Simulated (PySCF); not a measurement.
# C₆ coefficients of unlike pairs at PBE0

Calculated with PySCF 2.14 from the dipole response of each species, C₆(A,B) = (3/π) ∫ α_A(iu) α_B(iu) du, in atomic units, from isotropic polarisabilities. For ions this is the dispersion term alone; charge-induced terms of lower order in 1/R come first.

```json
{"species": "B³⁺", "configuration": "1s2 (1S)", "basis": "x2c-QZVPPall with one added diffuse shell each of s, p, d, f type (8s5p4d3f1g)", "relativity": "spin-free X2C", "α (bohr³)": "0.01742", "C₆ (like pair)": "0.001806"}
{"species": "Be²⁺", "configuration": "1s2 (1S)", "basis": "aug-cc-pVQZ with one added diffuse shell each of s, p, d, f, g type (7s6p5d4f3g)", "relativity": "none", "α (bohr³)": "0.05301", "C₆ (like pair)": "0.01070"}
{"species": "Sc²⁺", "configuration": "[Ar] 3d1 (2D)", "basis": "aug-cc-pVQZ-DK (9s8p6d4f3g2h)", "relativity": "spin-free X2C", "α (bohr³)": "4.876", "C₆ (like pair)": "14.35"}
{"species": "Te", "configuration": "[Kr] 4d10 5s2 5p4 (3P)", "basis": "aug-cc-pVQZ-DK3 (9s8p6d3f2g)", "relativity": "spin-free X2C", "α (bohr³)": "39.40", "C₆ (like pair)": "430.7"}
```

**Question.** Estimate C₆ for Te with Be²⁺.

**Answer.** The integral gives 1.205. The combination rule 2 C_A C_B / (C_A α_B/α_A + C_B α_A/α_B) gives 1.080 and the geometric mean 2.147.

No spin-orbit coupling is included.

The other pairs:

```json
{"pair": "Sc²⁺, B³⁺", "C₆": "0.1105"}
{"pair": "Be²⁺, B³⁺", "C₆": "0.004296"}
{"pair": "Sc²⁺, Be²⁺", "C₆": "0.3096"}
{"pair": "Te, B³⁺", "C₆": "0.4140"}
{"pair": "Te, Sc²⁺", "C₆": "72.08"}
```
